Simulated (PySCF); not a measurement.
Screening by computed properties: pick the candidate that meets the target.

All species are isolated and taken at one optimised geometry (atoms past krypton carry core potentials, spin–orbit coupling is left out). Electronic properties by PySCF.

The conformers computed, where there is a choice (atom-mapped SMILES and torsion angles):
- `[CH3:1][C@@H:2]([F:3])[O:4][CH:5]=[O:6]`: C1–C2–O4–C5 154°, C2–O4–C5–O6 -3°
- `[CH3:1]/[N:2]=[CH:3]/[c:4]1[cH:5][cH:6][cH:7][s:8]1`: N2–C3–C4–C5 180°
- `[CH3:1][O:2][S:3](=[O:4])[O:5][CH3:6]`: C1–O2–S3–O4 61°, O2–S3–O5–C6 -171°
- `[CH3:1][CH2:2][CH:3]([C:4]#[N:5])[CH2:6][CH3:7]`: C1–C2–C3–C4 -59°, C2–C3–C6–C7 -176°
- `[CH3:1][S:2][C@@H:3]([F:4])[C@H:5]([CH3:6])[CH2:7][C:8]#[N:9]`: C1–S2–C3–F4 71°, S2–C3–C5–C6 -173°, C3–C5–C7–C8 59°

(1) Wanted: lowest triplet excitation (Tamm–Dancoff) between 4 eV and 5 eV (TDA wB97X-D/def2-SVPD) and HOMO energy below -9.3 eV (wB97X-D/def2-SVPD), at PBE0-D3(BJ)/def2-SVP geometries. Which candidate meets both?
A. `COS(=O)OC` (C2H6O3S)
B. `C/N=C/c1cccs1` (C6H7NS)
C. `C[C@@H](F)OC=O` (C3H5FO2)
D. `[SH2]->[In]([Cl])([Cl])[Cl]` (Cl3H2InS)
E. `C#CS` (C2H2S)

(2) Wanted: electronic spatial extent ⟨r²⟩ about the centre of nuclear charge above 1100 bohr² (wB97X-D/def2-SVPD) and lowest singlet excitation below 5.4 eV (TDDFT wB97X-D/def2-SVPD), at PBE0-D3(BJ)/def2-SVP geometries. Which candidate meets both?
A. `[H][Si]([H])([H])N=C=O` (CH3NOSi)
B. `C/N=C/C1=CC=CS1` (C6H7NS)
C. `C[C@@H](F)OC=O` (C3H5FO2)
D. `C#CS` (C2H2S)
E. `CCC(C#N)CC` (C6H11N)

(3) Wanted: vertical ionisation energy below 9.8 eV (ΔSCF wB97X-D/def2-SVPD) and smallest rotational constant below 4 GHz (PBE0-D3(BJ)/def2-SVP), at PBE0-D3(BJ)/def2-SVP geometries. Which candidate meets both?
A. `C#CS` (C2H2S)
B. `COS(=O)OC` (C2H6O3S)
C. `C[C@@H](F)OC=O` (C3H5FO2)
D. `C/N=C/c1cccs1` (C6H7NS)

(4) Wanted: static isotropic polarisability between 50 au and 70 au (wB97X-D/def2-SVPD) and HOMO–LUMO gap above 10.1 eV (wB97X-D/def2-SVPD), at PBE0-D3(BJ)/def2-SVP geometries. Which candidate meets both?
A. `C/N=C/c1cccs1` (C6H7NS)
B. `COS(=O)OC` (C2H6O3S)
C. `CCC(C#N)CC` (C6H11N)
D. `C#CS` (C2H2S)
E. `CS[C@H]([C@H](C)CC#N)F` (C6H10FNS)
F. `C[C@@H](F)OC=O` (C3H5FO2)
G. `[SH2]->[In]([Cl])([Cl])[Cl]` (Cl3H2InS)

## Answers

(1) A. Computed values:
```csv
species,lowest triplet excitation (Tamm–Dancoff),HOMO energy
C/N=C/c1cccs1 (C6H7NS),3.08 eV,-8.39 eV
C#CS (C2H2S),4.67 eV,-8.83 eV
COS(=O)OC (C2H6O3S),4.88 eV,-9.75 eV
[SH2]->[In]([Cl])([Cl])[Cl] (Cl3H2InS),5.24 eV,-10.89 eV
C[C@@H](F)OC=O (C3H5FO2),5.36 eV,-10.69 eV
```

(2) B. Computed values:
| species | electronic spatial extent ⟨r²⟩ about the centre of nuclear charge | lowest singlet excitation |
| --- | --- | --- |
| C#CS (C2H2S) | 240 bohr² | 4.99 eV |
| [H][Si]([H])([H])N=C=O (CH3NOSi) | 482 bohr² | 7.34 eV |
| C[C@@H](F)OC=O (C3H5FO2) | 578 bohr² | 5.88 eV |
| CCC(C#N)CC (C6H11N) | 956 bohr² | 7.69 eV |
| C/N=C/C1=CC=CS1 (C6H7NS) | 1312 bohr² | 4.62 eV |

(3) D. Computed values:
```csv
species,vertical ionisation energy,smallest rotational constant
C/N=C/c1cccs1 (C6H7NS),8.44 eV,0.868 GHz
C#CS (C2H2S),9.41 eV,5.425 GHz
COS(=O)OC (C2H6O3S),10.12 eV,1.697 GHz
C[C@@H](F)OC=O (C3H5FO2),11.32 eV,2.162 GHz
```

(4) B. Computed values:
```
                               species  static isotropic polarisability  HOMO–LUMO gap
                          C#CS (C2H2S)                          44.0 au       10.21 eV
              C[C@@H](F)OC=O (C3H5FO2)                          45.7 au       12.14 eV
                   COS(=O)OC (C2H6O3S)                          59.8 au       11.02 eV
                   CCC(C#N)CC (C6H11N)                          76.3 au       13.05 eV
     CS[C@H]([C@H](C)CC#N)F (C6H10FNS)                          95.9 au       10.69 eV
[SH2]->[In]([Cl])([Cl])[Cl] (Cl3H2InS)                          99.3 au       10.06 eV
                C/N=C/c1cccs1 (C6H7NS)                         102.2 au        8.59 eV
```
